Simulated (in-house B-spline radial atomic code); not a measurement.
A calculation on Kr VIII (Kr7+): its settings, and results tabulated from the run. Level of theory: non-relativistic TPSSh, spin-polarised, spherical fractional occupations, exact exchange averaged over the configuration, point nucleus; calculated with an all-electron radial atomic-structure program (B-spline basis).

Command:
```bash
python run_scf.py task.json out
```
Settings:
```
Z                36
configuration    [Ar] 3d10 4s1
hamiltonian      nr
method           tpssh
spin_polarised   True
exact_exchange   averaged over the configuration
```

Output (hartree, bohr):
```
 radial grid: 47 intervals, B-splines of order 8, outer radius 13.5065 bohr

 iter        energy (Eh)    residual
    1       -2739.967628    5.52e-02
    2       -2739.970225    1.47e-03
    3       -2739.970242    5.01e-04
    4       -2739.970242    2.21e-04
    5       -2739.970243    1.46e-05
    6       -2739.970243    5.35e-06
    7       -2739.970243    1.74e-06
    8       -2739.970243    3.70e-08

 total energy                     -2739.97024
 kinetic                            2738.6143
 electron-nucleus                  -6426.3365
 Hartree                            1039.9619
 exact exchange                       -9.0817
 exchange-correlation                -83.1283

 orbital      occ     eigenvalue          <r>       <r^2>       <1/r>     <1/r^3>       r_max
 1s up      1.000      -516.7187    0.0424308  0.00241057      35.508           -     0.02804
 1s down    1.000      -516.7119    0.0424312  0.00241061     35.5077           -     0.02804
 2s up      1.000       -71.0746      0.18753   0.0413887     7.90139           -      0.1579
 2s down    1.000       -71.0692     0.187537   0.0413911     7.90088           -      0.1579
 2p up      3.000       -64.6275      0.16179   0.0319629     7.87338     1388.79       0.125
 2p down    3.000       -64.6230     0.161793   0.0319635     7.87323     1388.74       0.125
 3s up      1.000       -13.6988     0.538641    0.332811     2.63544           -      0.4754
 3s down    1.000       -13.6842     0.538401    0.332376     2.63566           -      0.4756
 3p up      3.000       -11.3876     0.542095    0.342819     2.52636     204.946      0.4664
 3p down    3.000       -11.3749     0.541401    0.341717     2.52849     205.242      0.4664
 3d up      5.000        -7.2649     0.544024    0.360633     2.29965     27.3931      0.4097
 3d down    5.000        -7.2511     0.542189     0.35767     2.30449     27.5009      0.4096
 4s up      1.000        -4.3361      1.35052     2.04531    0.995197           -       1.247
```

Cost of the run: 0.21 s on 1 thread of Intel(R) Xeon(R) 6975P-C, on a shared host.
